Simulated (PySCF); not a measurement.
# Unknown compound

Molecular formula: C3H8Si. Simulated spectra:

$^{1}$H NMR (400 MHz, computed): δ 2.57 (m, 1H), 2.28 (m, 1H), 1.34 (d, 3H), 1.00 (m, 1H), 0.82 (m, 1H), 0.11 (m, 1H).

$^{13}$C{$^{1}$H} NMR (computed): δ 20.9 (CH3), 5.8 (CH), 2.6 (CH2).

Non-relativistic, gas phase, rapidly exchanging positions averaged, a single conformation. PBE0/pcSseg-1 with gauge-including orbitals; GFN2-xTB geometry; PySCF 2.14.0 with density-fitted response routines.

Shifts are taken against calculated references (same method and geometry level): TMS for $^{1}$H (σ = 31.72 ppm), $^{13}$C (σ = 186.93 ppm).

**Question.** Deduce the structure.

**Answer.** 
1. The formula gives 1 degree of unsaturation (1 ring in the answer).
2. 3 carbon signals for 3 carbons: no two carbons are equivalent.
3. Carbon types of the structure: 1 × CH, 1 × CH2, 1 × CH3, leaving 2 H on heteroatoms.
4. δC 20.9: methyl carbon; saturated and bonded to C and H only.
5. δC 5.8, 2.6: three-membered-ring carbon; carbons of three-membered rings are unusually shielded.
6. δH 2.57, 2.28: hydrogen on a silicon bonded to 2 C, in a 3-membered ring.
7. δH 1.34: hydrogen on a methyl carbon.
8. δH 1.00, 0.82, 0.11: hydrogen on a three-membered-ring carbon; cyclopropane-type protons are shielded by the ring.

The compound is SMILES C[C@H]1C[SiH2]1.

Shifts are as computed. Against solution values, carbons near 30 ppm lie about +3 ppm off and those near 130 ppm about +5 ppm (rms about the fit 2.1 ppm; single classes can miss by 10 ppm). Of 1328 compounds with measured shifts, 309 miss one by over three times the rms of a fit or turn the order of signals round; such compounds aren't used in these exercises. Signals without a measured value on file couldn't be tested in this way; 1H shifts scatter by 0.2 ppm about their fit, and single ones miss by 0.5 ppm. Multiplicities follow the n + 1 count of equivalent neighbours, as no J values were calculated; m marks all less simple cases, F and P coupling included.
